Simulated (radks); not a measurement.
Results of a calculation; reference values are marked as such.
How relativity changes the ionisation of the iodine ion I+ ([Kr] 4d10 5s2 5p4) to I2+ ([Kr] 4d10 5s2 5p3). Spin-unpolarised spherical Kohn-Sham, BLYP, point nucleus unless stated (finite: rms radius 4.75 fm), a radial shooting solver on a logarithmic mesh with Libxc functionals. A level marked "c x" has the speed of light scaled by that factor and shares open shells by 2j + 1; other Dirac levels either fill j = l - 1/2 first or share by 2j + 1.

level,E(I+) (hartree),E(I2+) (hartree),IE (eV),HOMO,<r> HOMO (bohr)
non-rel.,-6920.24542,-6919.52325,19.651,5p,2.350
scalar-rel.,-7116.66191,-7115.93824,19.692,5p,2.330
"scalar-rel., finite nucleus",-7116.42834,-7115.70465,19.692,5p,2.330
"Dirac, 2j+1 shares",-7119.29110,-7118.56633,19.722,5p3/2,2.363
"Dirac, low j first",-7119.31922,-7118.61393,19.192,5p3/2,2.368
"Dirac, 2j+1 shares, finite nucleus",-7119.05672,-7118.33193,19.722,5p3/2,2.363
"Dirac, c x 1.25",-7044.12191,-7043.39823,19.692,5p3/2,2.358
"Dirac, c x 2",-6967.25642,-6966.53373,19.666,5p3/2,2.352
"Dirac, c x 10",-6922.09394,-6921.37175,19.652,5p3/2,2.350

NIST Atomic Spectra Database: 19.131 eV (measured). The relativistic part of the total energy of I+ is -198.8 hartree (Dirac, 2j+1 shares, finite nucleus), 2.9 % of the non-relativistic value. Spin polarisation and multiplet splitting of open shells are left out at every level.

Beside tabulated values, note that relativity, absent from the non-relativistic runs, is large for the heavy elements, and spin-unpolarised runs miss the spin-polarisation part of the exchange energy of open shells.
